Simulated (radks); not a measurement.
Results of a calculation; reference values are marked as such.
Ionisation of the zirconium ion Zr2+, [Kr] 4d2, to Zr3+, [Kr] 4d1, under several functionals. Dirac Kohn-Sham, spin-unpolarised, spherical densities, point nucleus; open shells fill j = l - 1/2 first; a radial shooting solver on a logarithmic mesh with Libxc functionals.

| functional | E(Zr2+) (hartree) | Exc (hartree) | IE (eV) | -e(HOMO) (eV) | <r> HOMO (bohr) | IE error (eV) |
|---|---|---|---|---|---|---|
| HCTH/407 | -3600.56934 | -116.26048 | 23.012 | 17.620 | 1.989 | -0.158 |
| exchange-only LDA | -3590.68471 | -106.10492 | 21.527 | 16.271 | 2.036 | -1.643 |
| PBE | -3598.22498 | -113.76233 | 22.697 | 17.354 | 2.002 | -0.473 |
| LDA (Slater exchange, Perdew-Wang correlation) | -3594.27241 | -109.74741 | 22.891 | 17.565 | 2.001 | -0.279 |
| LDA (Slater exchange, VWN5 correlation) | -3594.28836 | -109.76373 | 22.895 | 17.568 | 2.001 | -0.275 |

NIST Atomic Spectra Database: 23.170 eV (semi-empirical). Closest: HCTH/407. The Delta-SCF values span 1.48 eV, the total energies 9.88 hartree. The highest occupied level is 4d3/2. Spin polarisation and multiplet splitting are left out, so open shells lie too high by an amount that depends on their filling.

Beside tabulated values, note that spin-unpolarised runs miss the spin-polarisation part of the exchange energy of open shells.
